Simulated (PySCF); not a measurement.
PySCF 2.14 output of an unrestricted LDA calculation on a single atom or ion in aug-cc-pVDZ-PP with ECP60MDF (5s5p4d2f, 54 functions), with scalar relativity through the core potential:

```
SCF conv_tol = 1e-09
number electrons alpha = 10  beta = 7
    P. A. M. Dirac.,  Math. Proc. Cambridge Philos. Soc. 26, 376 (1930)
    F. Bloch.,  Z. Phys. 57, 545 (1929)
    S. H. Vosko, L. Wilk, and M. Nusair.,  Can. J. Phys. 58, 1200 (1980)
cycle= 1 E= -133.87699611318  delta_E= -0.0108  |g|= 0.0651  |ddm|= 0.479
cycle= 2 E= -133.877417373914  delta_E= -0.000421  |g|= 0.0534  |ddm|= 0.173
cycle= 3 E= -133.87824911507  delta_E= -0.000832  |g|= 0.000228  |ddm|= 0.0779
cycle= 4 E= -133.878249135943  delta_E= -2.09e-08  |g|= 2.73e-05  |ddm|= 0.00084
cycle= 5 E= -133.878249136211  delta_E= -2.67e-10  |g|= 2.9e-06  |ddm|= 4.61e-05
converged SCF energy = -133.878249136211  <S^2> = 3.7501222  2S+1 = 4.0000611
```

The run itself started from symmetry-adapted Hartree-Fock orbitals and held the occupation by maximum overlap, on a logarithmic radial grid, so the iterations belong to that start.

Q: Which element, charge and spin multiplicity is this?

A: Au²⁺ (gold, charge +2), multiplicity 4; the state was [Xe] 4f14 5d8 6p1, one real determinant (an excited configuration).

⟨L²⟩ = 14.01 against 20 for a pure G term, so this real determinant mixes terms. Energies and moments cover only the electrons outside the core potential. Spin-orbit coupling, absent here, splits the open shell strongly.
